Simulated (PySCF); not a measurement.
Calculation: PBE-D3(BJ)/def2-TZVP // BP86-D3(BJ)/def2-SVP run with PySCF. Gas-phase values, no solvent. One relaxed conformer stands for a flexible species; it need not be the lowest. 

Reference species: [W(Cl)6] (neutral, multiplicity 1).

```
Quantity    Result
--------  --------
HOMO      -7.85 eV
LUMO      -5.76 eV
```

Changed species: [W(Cl)5(OH)] (1 of 6 Cl replaced by OH; the reference has 0 of 6 Cl replaced by OH).

Q: Predict the effect on the HOMO and LUMO.

A: the HOMO rises by 0.36 eV, to -7.49 eV; the LUMO goes up by 0.27 eV, to -5.49 eV.
